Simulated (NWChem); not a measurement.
System: C3H4BrF; SMILES C/C=C(\F)Br

Here is an NWChem input.

```
start job
memory heap 200 mb stack 900 mb global 1100 mb
geometry units angstroms noautoz
  C     -0.500796     2.899204     0.000000
  C     -0.761525     1.429983     0.000000
  C      0.197661     0.506733     0.000000
  F      1.487459     0.804571     0.000000
  Br    -0.105269    -1.345718     0.000000
  H     -0.951295     3.377334    -0.885116
  H      0.574801     3.119162     0.000000
  H     -0.951295     3.377334     0.885116
  H     -1.792865     1.071025     0.000000
end
basis spherical
  * library 6-31g*
end
dft
  xc m06-2x
  grid coarse
  iterations 150
  mulliken
end
task dft gradient
```

Excerpt of the output:

```
             Northwest Computational Chemistry Package (NWChem) 7.3.0
             --------------------------------------------------------

 CS  symmetry detected

                             Geometry "geometry" -> ""
                             -------------------------

 Output coordinates in angstroms (scale by  1.889725989 to convert to a.u.)

  No.       Tag          Charge          X              Y              Z
 ---- ---------------- ---------- -------------- -------------- --------------
    1 C                    6.0000    -0.49042871     2.89994995     0.00000000
    2 C                    6.0000    -0.75790002     1.43194142     0.00000000
    3 C                    6.0000     0.19703732     0.50429761     0.00000000
    4 F                    9.0000     1.48818907     0.79621113     0.00000000
    5 Br                  35.0000    -0.11439392    -1.34674314     0.00000000
    6 H                    1.0000    -0.93872791     3.38014311    -0.88511600
    7 H                    1.0000     0.58616676     3.11496767     0.00000000
    8 H                    1.0000    -0.93872791     3.38014311     0.88511600
    9 H                    1.0000    -1.79087709     1.07772198     0.00000000

 Effective nuclear repulsion energy (a.u.)     312.4996933694

      Symmetry information
      --------------------

 Group name             Cs
 Group number              2
 Group order               2
 No. of unique centers     8

                                 NWChem DFT Module
                                 -----------------

 Summary of "ao basis" -> "ao basis" (spherical)
 ------------------------------------------------------------------------------
       Tag                 Description            Shells   Functions and Types
 ---------------- ------------------------------  ------  ---------------------
 C                           6-31g*                  6       14   3s2p1d
 F                           6-31g*                  6       14   3s2p1d
 Br                          6-31g*                 12       32   5s4p3d
 H                           6-31g*                  2        2   2s

      Symmetry analysis of basis
      --------------------------

        a'         68
        a"         28

            General Information
            -------------------
          SCF calculation type: DFT
          Wavefunction type:  closed shell.
          No. of atoms     :     9
          No. of electrons :    66
           Alpha electrons :    33
            Beta electrons :    33
          Charge           :     0
          Spin multiplicity:     1
          Use of symmetry is: on ; symmetry adaption is: on
          Maximum number of iterations: 150
          AO basis - number of functions:    96
                     number of shells:    44
          Convergence on energy requested:  1.00D-06
          Convergence on density requested:  1.00D-05
          Convergence on gradient requested:  5.00D-04

              XC Information
              --------------
                       M06-2X Method XC Functional
                     Hartree-Fock (Exact) Exchange  0.540
                        M06-2X Exchange Functional  1.000
                      M06-2X Correlation Potential  1.000

             Grid Information
             ----------------
          Grid used for XC integration:  coarse
          Radial quadrature: Mura-Knowles
          Angular quadrature: Lebedev.
          Tag              B.-S. Rad. Rad. Pts. Rad. Cut. Ang. Pts.
          ---              ---------- --------- --------- ---------
          C                   0.70       35          11.0       302
          F                   0.50       35           9.0       302
          Br                  1.15       95          11.0       302
          H                   0.35       35          12.0       302
          Grid pruning is: on
          Number of quadrature shells:   340
          Spatial weights used:  Erf1

      Superposition of Atomic Density Guess
      -------------------------------------

 Sum of atomic energies:       -2786.43330316

      Non-variational initial energy
      ------------------------------

 Total energy =   -2788.696126
 1-e energy   =   -4496.468621
 2-e energy   =    1395.272802
 HOMO         =      -0.235769
 LUMO         =       0.067707

      Symmetry analysis of molecular orbitals - initial
      -------------------------------------------------

  Numbering of irreducible representations:

     1 a'          2 a"

  Orbital symmetries:

     1 a'          2 a'          3 a'          4 a'          5 a"
     6 a'          7 a'          8 a'          9 a'         10 a'
    11 a'         12 a'         13 a"         14 a'         15 a'
    16 a"         17 a'         18 a"         19 a'         20 a'
    21 a'         22 a'         23 a'         24 a'         25 a"
    26 a'         27 a'         28 a"         29 a'         30 a'
    31 a"         32 a'         33 a"         34 a'         35 a"
    36 a'         37 a'         38 a'         39 a"         40 a'
    41 a'         42 a'         43 a'

[...]

                         DFT ENERGY GRADIENTS

    atom               coordinates                        gradient
                 x          y          z           x          y          z
   1 C      -0.926776   5.480111   0.000000   -0.001607  -0.008723   0.000000
   2 C      -1.432223   2.705977   0.000000    0.001309   0.011729   0.000000
   3 C       0.372347   0.952984   0.000000    0.011872  -0.009544   0.000000
   4 F       2.812270   1.504621   0.000000   -0.006550  -0.001126   0.000000
   5 Br     -0.216173  -2.544976   0.000000    0.000081   0.003163   0.000000
   6 H      -1.773939   6.387544  -1.672627   -0.002052   0.002572  -0.003421
   7 H       1.107695   5.886435   0.000000    0.004145   0.001490   0.000000
   8 H      -1.773939   6.387544   1.672627   -0.002052   0.002572   0.003421
   9 H      -3.384267   2.036599   0.000000   -0.005147  -0.002134   0.000000
```

Level: M06-2X/6-31G* (spherical d). All runs use the structure optimised with PBE0/def2-SVP.
